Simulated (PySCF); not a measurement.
Isomers of C4H8OSi2, mass 128.011 u with the commonest isotopes. Method used: PBE0-D3(BJ)/def2-SVP geometry optimisation, gas phase in PySCF 2.14.0. One conformer each, none proved a minimum here; rigid rotors.

Question: Order these by rotational constant A, largest first.
A. `[CH:1]#[C:2][SiH2:3][O:4][SiH2:5][CH:6]=[CH2:7]` with C2–Si3–O4–Si5 3°, Si3–O4–Si5–C6 124°, O4–Si5–C6–C7 0°
B. `[OH:1][SiH:2]1[CH:3]=[CH:4][SiH2:5][CH:6]=[CH:7]1` with H–O1–Si2–C3 62°
C. `[CH:1]#[C:2][Si@H:3]1[CH2:4][CH2:5][SiH2:6][O:7]1` with C2–Si3–C4–C5 143°, Si3–C4–C5–Si6 -32°, C4–C5–Si6–O7 28°, C5–Si6–O7–Si3 -11°

Answer: C (3714 MHz), A (3271 MHz), B (3141 MHz).

Question: Order these by radius of gyration √(Σ m r²/M), smallest first.
A. `[CH:1]#[C:2][SiH2:3][O:4][SiH2:5][CH:6]=[CH2:7]` with C2–Si3–O4–Si5 3°, Si3–O4–Si5–C6 124°, O4–Si5–C6–C7 0°
B. `[CH:1]#[C:2][Si@H:3]1[CH2:4][CH2:5][SiH2:6][O:7]1` with C2–Si3–C4–C5 143°, Si3–C4–C5–Si6 -32°, C4–C5–Si6–O7 28°, C5–Si6–O7–Si3 -11°
C. `[OH:1][SiH:2]1[CH:3]=[CH:4][SiH2:5][CH:6]=[CH:7]1` with H–O1–Si2–C3 62°

Answer: C (1.990 Å), B (2.032 Å), A (2.289 Å).

Question: Order these by dipole moment, largest first.
A. `[CH:1]#[C:2][Si@H:3]1[CH2:4][CH2:5][SiH2:6][O:7]1` with C2–Si3–C4–C5 143°, Si3–C4–C5–Si6 -32°, C4–C5–Si6–O7 28°, C5–Si6–O7–Si3 -11°
B. `[CH:1]#[C:2][SiH2:3][O:4][SiH2:5][CH:6]=[CH2:7]` with C2–Si3–O4–Si5 3°, Si3–O4–Si5–C6 124°, O4–Si5–C6–C7 0°
C. `[OH:1][SiH:2]1[CH:3]=[CH:4][SiH2:5][CH:6]=[CH:7]1` with H–O1–Si2–C3 62°

Answer: A (1.85 D), C (1.43 D), B (0.94 D).

```
              SMILES  point group  Ia (u·Å²)  Ib (u·Å²)  Ic (u·Å²)      κ  μa (D)  μb (D)  μc (D)
C#C[Si@H]1CC[SiH2]O1           C1     136.09     428.26     492.55  -0.89    0.08    1.71    0.70
 C#C[SiH2]O[SiH2]C=C           C1     154.50     566.05     620.46  -0.94    0.01    0.60    0.72
O[SiH]1C=C[SiH2]C=C1           Cs     160.91     368.80     483.89  -0.69    0.95    0.03    1.06
```
